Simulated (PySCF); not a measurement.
Working out the excitation energy of Ne²⁺

Ne²⁺ [He] 2s2 2p4 (3P) → Ne²⁺ [He] 2s2 2p3 3s1 (5S). Computed with PySCF 2.14 in aug-cc-pwCVTZ, with no relativity, point nucleus. Frozen: nothing. Energies in hartree (1 hartree = 27.21139 eV):

```json
{"part": "UHF", "Ne²⁺ (lower)": "-126.367294", "Ne²⁺ (upper)": "-124.996703"}
{"part": "MP2 opposite-spin", "Ne²⁺ (lower)": "-0.162771", "Ne²⁺ (upper)": "-0.129029"}
{"part": "MP2 same-spin", "Ne²⁺ (lower)": "-0.045301", "Ne²⁺ (upper)": "-0.044482"}
```

Problem. What does Hartree-Fock give?

Solution. (-124.996703) − (-126.367294) = 1.370591 hartree = 37.296 eV.

Problem. What do MP2 and SCS-MP2 (6/5 opposite-spin, 1/3 same-spin) give?

Solution. The opposite-spin parts differ by 0.918 eV and the same-spin parts by 0.022 eV. MP2: 37.296 + (0.918) + (0.022) = 38.236 eV. SCS-MP2: 37.296 + 1.2 × (0.918) + (0.022)/3 = 38.405 eV.
